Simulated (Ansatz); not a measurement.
CH$_{2}$BClO (`ClB1CO1`), relaxed with RKS PBE0-D4/def2-TZVP in Ansatz from a PBE-D4/def2-SVP geometry. The force threshold is 0.005 eV/Å; the program also tests the step.

Total charge 0; spin multiplicity 1.

Start:

```xyz
6

Cl   -0.295   -1.348   -2.081
B    -0.069   -0.552   -0.559
C     0.042    0.604    0.422
O     0.174   -0.902    0.708
H    -0.840    1.050    0.917
H     0.988    1.148    0.593
```

How much energy does the relaxation release, and in how many steps? (Estimate.)

Ansatz gave: 0.03 eV, in 5 steps.

Which bonds change most? (An estimate is asked.)

Computed: C3–O4 from 1.539 to 1.515 Å; C3–H6 from 1.105 to 1.086 Å; C3–H5 from 1.105 to 1.086 Å; B2–C3 from 1.520 to 1.503 Å.

Give the relaxed structure. (Estimate.)

The calculation gave: 
```xyz
6

Cl   -0.293   -1.329   -2.061
B    -0.068   -0.547   -0.550
C     0.042    0.596    0.420
O     0.173   -0.886    0.707
H    -0.827    1.034    0.901
H     0.972    1.132    0.583
```
